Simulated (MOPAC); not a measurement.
Input for MOPAC: PM3 on ClH3Si2 (SMILES [SiH3][Si]Cl), a point of a torsion scan.

```
PM3 1SCF PRECISE CHARGE=0 THREADS=1
ClH3Si2

Si    -0.70515542 1    -0.09434464 1    -0.01704868 1
Si     1.36914912 1    -1.10991108 1    -0.08015599 1
Cl     1.04136311 1    -3.03211733 1     0.66123059 1
H     -1.02971735 1     0.38418207 1     1.33827810 1
H     -1.96355255 1    -0.71221966 1    -0.46459297 1
H     -0.57506309 1     1.12033585 1    -0.83998996 1
```

Output:

```
*******************************************************************************
 **                                                                           **
 **                              MOPAC v23.2.5                                **
 **                                                                           **
 *******************************************************************************
 ** MOPAC's Digital Object Identifier: https://doi.org/10.5281/zenodo.6511958 **
 **                                                                           **
 ** Please cite the open-source release paper for use of this MOPAC version:  **
 ** J. E. Moussa and J. J. P. Stewart (2026)                                  **
 ** MOPAC: An open-source semiempirical molecular orbital program             **
 ** J. Open Source Softw., 11(119), 8025, https://doi.org/10.21105/joss.08025 **
 *******************************************************************************

                              PM3 CALCULATION RESULTS

 *******************************************************************************
 *  PM3        - The PM3 Hamiltonian to be used
 *
 *
 *
 *                 CHARGE ON SYSTEM = 0
 *
 *
 *
 *  PRECISE    - TIGHTER CRITERIA TO BE USED
 *  1SCF       - DO 1 SCF AND THEN STOP
 *  THREADS=1  - MULTI-THREADING NOT USED
 *  T=         - A TIME OF 172800.0 SECONDS REQUESTED
 *  DUMP=N     - RESTART FILE WRITTEN EVERY 7200.0 SECONDS REQUESTED
 *******************************************************************************
PM3 1SCF PRECISE CHARGE=0 THREADS=1
 ClH3Si2

   ATOM   CHEMICAL          X               Y               Z
  NUMBER   SYMBOL      (ANGSTROMS)     (ANGSTROMS)     (ANGSTROMS)

     1      Si         -0.70515542  *  -0.09434464  *  -0.01704868  *
     2      Si          1.36914912  *  -1.10991108  *  -0.08015599  *
     3      Cl          1.04136311  *  -3.03211733  *   0.66123059  *
     4       H         -1.02971735  *   0.38418207  *   1.33827810  *
     5       H         -1.96355255  *  -0.71221966  *  -0.46459297  *
     6       H         -0.57506309  *   1.12033585  *  -0.83998996  *



          CARTESIAN COORDINATES

    NO.       ATOM           X           Y           Z

     1        Si         -0.7052     -0.0943     -0.0170
     2        Si          1.3691     -1.1099     -0.0802
     3        Cl          1.0414     -3.0321      0.6612
     4         H         -1.0297      0.3842      1.3383
     5         H         -1.9636     -0.7122     -0.4646
     6         H         -0.5751      1.1203     -0.8400

  H: (PM3): J. J. P. STEWART, J. COMP. CHEM. 10, 209 (1989).
 Si: (PM3): J. J. P. STEWART, J. COMP. CHEM. 10, 209 (1989).
 Cl: (PM3): J. J. P. STEWART, J. COMP. CHEM. 10, 209 (1989).

           Empirical Formula: H3 Si2 Cl  =     6 atoms



      MOLECULAR POINT GROUP   :   C1


      RHF CALCULATION, NO. OF DOUBLY OCCUPIED LEVELS = 9


 -------------------------------------------------------------------------------
 PM3 1SCF PRECISE CHARGE=0 THREADS=1
 ClH3Si2



     1SCF WAS SPECIFIED, SO BFGS WAS NOT USED
     SCF FIELD WAS ACHIEVED


                              PM3 CALCULATION
                                                       MOPAC v23.2.5 Linux




          FINAL HEAT OF FORMATION =         14.50055 KCAL/MOL =      60.67031 KJ/MOL


          COSMO AREA              =        131.94 SQUARE ANGSTROMS
          COSMO VOLUME            =        126.58 CUBIC ANGSTROMS

          IONIZATION POTENTIAL    =          8.268068 EV
          HOMO LUMO ENERGIES (EV) =         -8.268 -2.389
          NO. OF FILLED LEVELS    =          9
          MOLECULAR WEIGHT        =         94.6477         POINT GROUP:  C1

          MOLECULAR DIMENSIONS (Angstroms)

            Atom       Atom       Distance
            H     6   Cl     3     4.70206
           Si     2    H     5     2.96474
            H     4   Si     2     1.98429


          SCF CALCULATIONS        =          1





   ATOM   CHEMICAL          X               Y               Z
  NUMBER   SYMBOL      (ANGSTROMS)     (ANGSTROMS)     (ANGSTROMS)

     1      Si         -0.70515542  *  -0.09434464  *  -0.01704868  *
     2      Si          1.36914912  *  -1.10991108  *  -0.08015599  *
     3      Cl          1.04136311  *  -3.03211733  *   0.66123059  *
     4       H         -1.02971735  *   0.38418207  *   1.33827810  *
     5       H         -1.96355255  *  -0.71221966  *  -0.46459297  *
     6       H         -0.57506309  *   1.12033585  *  -0.83998996  *

                             CARTESIAN COORDINATES

   1   Si       -0.705155420    -0.094344640    -0.017048680
   2   Si        1.369149120    -1.109911080    -0.080155990
   3   Cl        1.041363110    -3.032117330     0.661230590
   4    H       -1.029717350     0.384182070     1.338278100
   5    H       -1.963552550    -0.712219660    -0.464592970
   6    H       -0.575063090     1.120335850    -0.839989960


           Empirical Formula: H3 Si2 Cl  =     6 atoms



      MOLECULAR POINT GROUP   :   C1


                  EIGENVALUES
 -55.26839 -16.58628 -13.95528 -12.14473 -12.10372 -11.64803 -11.13131 -10.23869
  -8.26807  -2.38865  -1.17171  -0.11066   1.51708   1.91603   2.06058


              NET ATOMIC CHARGES AND DIPOLE CONTRIBUTIONS

  ATOM NO.   TYPE          CHARGE      No. of ELECS.   s-Pop       p-Pop
    1         Si           0.138459        3.8615     1.04909     2.81245
    2         Si           0.518410        3.4816     1.85844     1.62315
    3         Cl          -0.282712        7.2827     1.96927     5.31344
    4          H          -0.120011        1.1200     1.12001
    5          H          -0.122168        1.1222     1.12217
    6          H          -0.131979        1.1320     1.13198
 DIPOLE           X         Y         Z       TOTAL
 POINT-CHG.     3.636     0.777    -1.075     3.871
 HYBRID        -3.245    -0.063     0.785     3.339
 SUM            0.392     0.714    -0.290     0.864


          ATOMIC ORBITAL ELECTRON POPULATIONS

     Atom    s        px        py        pz
    1 Si   1.04909   0.99610   0.94897   0.86739
    2 Si   1.85844   0.79464   0.55538   0.27313
    3 Cl   1.96927   1.94949   1.57254   1.79141
    4  H   1.12001
    5  H   1.12217
    6  H   1.13198

 **********************
 *                    *
 * JOB ENDED NORMALLY *
 *                    *
 **********************




 == MOPAC DONE ==
```

The run finished.

Cost: roughly 0.010 core-seconds.
